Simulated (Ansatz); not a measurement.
Gas-phase electronic energies from Ansatz, PBE0-D4/def2-TZVP geometries. CCSD(T)/CBS is the MP2 limit (def2-TZVPP, def2-QZVPP) plus CCSD(T) − MP2 in def2-TZVPP, frozen cores. This one scheme is used for every species. DFT in def2-TZVPP. For Ge outer-core shells are correlated without core-valence functions, which leaves a few kJ/mol of doubt a bond. Scalar relativity is left out up to krypton. Each species was taken in one conformer, which may not be the lowest.

Consider the hydrogenolysis of a Ge–Cl bond: `CC(C)[O][Ge][Cl]` + H₂ → `CC(C)[O][GeH]` + HCl.

```tsv
level	ΔE (kJ/mol)
r2SCAN	130.7
CCSD(T)/def2-TZVPP	116.9
```

Task: What does CCSD(T)/CBS give? (An estimate is asked.)

Result: Computed: +123.9 kJ/mol. The listed levels differ from it by 6.8, -7.0 kJ/mol.

Largest T1 diagnostic among the species: 0.015.

From PBE to PBE0 (25 % exact exchange), in def2-TZVPP and without D4, ΔE moves by −4.5 kJ/mol. The D4 term adds +12.0 kJ/mol with B3LYP and +6.6 kJ/mol with PBE0; it sums over pairs of atoms, weighted by their polarisabilities, and B3LYP, whose exchange is more repulsive, gets the larger term.

CCSD(T)/CBS has its own doubt, a few kJ/mol and more with outer-core shells, so smaller differences from it don't rank the levels.

B3LYP here is the variant with VWN-RPA as its local correlation; programs differ in this.
